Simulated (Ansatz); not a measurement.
Ansatz results at the PBE0-D4/def2-TZVP geometry: HOMO energy (ωB97M-V/def2-TZVPP) -9.59 eV; size of the dipole moment (B3LYP/def2-TZVPP) 1.73 D; LUMO energy (ωB97M-V/def2-TZVPP) 1.95 eV.

Each molecule was computed in one conformer, which needn't be the lowest.

Which molecule gave them?
A. `NB(N)N`
B. `NB(F)S`
C. `CB(N)Br`
D. `CB([SiH3])[SiH3]`

B. The others give `NB(N)N`: -8.96, 0.07, 2.19; `CB(N)Br`: -10.13, 2.79, 1.93; `CB([SiH3])[SiH3]`: -9.53, 1.32, -0.30.

B3LYP here is the variant with VWN-RPA as its local correlation; programs differ in this.
